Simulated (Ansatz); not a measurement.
Geometry optimisation, RKS PBE/6-31G in Ansatz 0.2.0.

input.yaml

```yaml
crystal:
  periodic: [false, false, false]
  atoms:
    - { symbol: C, position_ang: [-0.82674, 0.85646, -1.05464] }
    - { symbol: C, position_ang: [-0.09986, 0.00126, -0.08709] }
    - { symbol: C, position_ang: [-0.15494, -1.25958, 0.36407] }
    - { symbol: Si, position_ang: [1.22315, -0.32237, 1.18683] }
    - { symbol: H, position_ang: [-0.77037, 0.4205, -2.05271] }
    - { symbol: H, position_ang: [-1.87973, 0.92052, -0.77791] }
    - { symbol: H, position_ang: [-0.41267, 1.86263, -1.08901] }
    - { symbol: H, position_ang: [-0.76421, -2.12712, 0.18057] }
    - { symbol: H, position_ang: [1.07829, 0.17434, 2.54798] }
    - { symbol: H, position_ang: [2.60708, -0.52664, 0.7819] }
basis:
  gaussian: { orbitals: "6-31G" }
hamiltonian:
  xc: pbe
relax:
  f_tol: 0.02
  max_steps: 40
scf:
  lower_state_search: "off"
```

Command:

```bash
$ ansatz run input.yaml --threads 1 --pin off --max-ram 2048MiB --backend cpu --events-out ev --progress --plain --runs-dir out
```

Where does it end, and by what steps?

The forces met the threshold. The force dipped under the threshold on the way, but the program's further checks kept it going. Limits of this set-up: no polarisation functions. After 21 steps the energy has fallen by 0.144 eV; H6 moved furthest, 0.82 Å.

```tsv
step	energy less start (eV)	largest force component (eV/Å)	accepted
0	0.0000	0.986	yes
1	-0.0872	0.304	yes
2	-0.1019	0.064	yes
3	-0.1025	0.038	yes
4	-0.1027	0.009	yes
5	-0.1028	0.011	yes
6	-0.1029	0.003	yes
7	-0.1030	0.015	yes
8	-0.1032	0.018	yes
9	-0.1037	0.027	yes
10	-0.1046	0.041	yes
11	-0.1065	0.056	yes
12	-0.1094	0.066	yes
13	-0.1130	0.076	yes
14	-0.1158	0.451	yes
15	-0.1278	0.122	yes
16	-0.1377	0.027	yes
17	-0.1243	0.491	no
18	-0.1396	0.096	yes
19	-0.1415	0.167	yes
20	-0.1432	0.058	yes
21	-0.1438	0.012	yes
```

```xyz
10
Properties=species:S:1:pos:R:3
C -0.831 0.850 -1.089
C -0.151 -0.017 -0.090
C -0.300 -1.201 0.533
Si 1.293 -0.366 1.108
H -0.190 1.001 -1.976
H -1.790 0.415 -1.423
H -1.031 1.852 -0.668
H -1.011 -2.028 0.555
H 1.371 0.317 2.454
H 2.640 -0.822 0.596
```

Whether the end is a true minimum wasn't checked by a vibrational analysis.

The run took 35 s on 1 thread of Arm Neoverse V2, with other jobs on the host, peak memory 0.1 GiB.
